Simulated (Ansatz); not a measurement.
Isolated molecules relaxed with PBE0-D4/def2-TZVP in Ansatz; ΔE leaves out vibrations. CCSD(T)/CBS adds triple-zeta CCSD(T) − MP2 to the extrapolated MP2 energy (def2 sets, frozen cores). This one scheme is used for every species. DFT in def2-TZVPP. B3LYP here is the variant with VWN-RPA as its local correlation; programs differ in this. For Se outer-core shells are correlated without core-valence functions, which leaves a few kJ/mol of doubt a bond. Scalar relativity is left out up to krypton. One conformer a species, not always the lowest.

Consider the formal exchange of groups at a B–B bond: `OB(O)BS` + `[SiH3][SeH]` → `SB[SiH2][SeH]` + `OBO`.

`OB(O)BS`:

```xyz
9

O     0.008   -1.155   -1.513
B     0.235   -0.295   -0.473
O     1.506    0.175   -0.322
B    -0.968    0.214    0.630
S    -0.590    1.321    1.947
H    -0.904   -1.448   -1.563
H     2.107   -0.170   -0.991
H    -2.116   -0.127    0.598
H     0.722    1.485    1.687
```

`[SiH3][SeH]`:

```xyz
6

Si    0.287    0.112   -0.487
Se    0.030   -0.396    1.720
H    -0.303   -0.935   -1.358
H     1.753    0.175   -0.694
H    -0.330    1.421   -0.817
H    -1.437   -0.376    1.635
```

`SB[SiH2][SeH]`:

Cartesian coordinates in Å:
```
S 0.040 -2.022 0.412
B 0.728 -0.674 -0.486
Si 0.097 1.181 -0.048
Se -1.529 1.234 1.563
H 0.695 -3.041 -0.177
H 1.546 -0.876 -1.332
H -0.361 1.875 -1.285
H 1.203 1.984 0.542
H -2.419 0.338 0.813
```

`OBO`:

Cartesian coordinates in Å:
```
O -0.858 -0.536 0.415
B 0.245 0.216 0.136
O 0.718 0.255 -1.131
H -1.116 -0.500 1.337
H 0.816 0.850 0.977
H 0.195 -0.284 -1.733
```

```
             level  ΔE (kJ/mol)  difference from CCSD(T)/CBS
            PBE-D4        -13.2                         -2.0
         r2SCAN-D4        -10.8                          0.4
          B3LYP-D4        -11.6                         -0.4
           ωB97X-V         -8.0                          3.2
            B2PLYP         -8.3                          2.9
            r2SCAN        -10.1                          1.1
              PBE0        -10.3                          0.9
             B3LYP         -6.6                          4.6
     HF/def2-TZVPP         -5.3                          5.9
SCS-MP2/def2-TZVPP         -9.5                          1.7
   CCSD/def2-TZVPP         -8.2                          3.0
    MP2/def2-QZVPP        -13.0                         -1.8
SCS-MP2/def2-QZVPP        -10.5                          0.7
      HF/CBS(def2)         -5.2                          6.0
     MP2/CBS(def2)        -13.9                         -2.7
    CCSD/CBS(def2)        -10.3                          0.9
       CCSD(T)/CBS        -11.2                            0
```

Largest T1 diagnostic among the species: 0.015.

In def2-TZVPP, CCSD(T) changes the Hartree–Fock value by −3.9 kJ/mol (the triples alone add −1.0 kJ/mol) and MP2 by −6.5 kJ/mol. The D4 term adds −5.0 kJ/mol with B3LYP and −2.7 kJ/mol with PBE0; it sums over pairs of atoms, weighted by their polarisabilities, and B3LYP, whose exchange is more repulsive, gets the larger term.
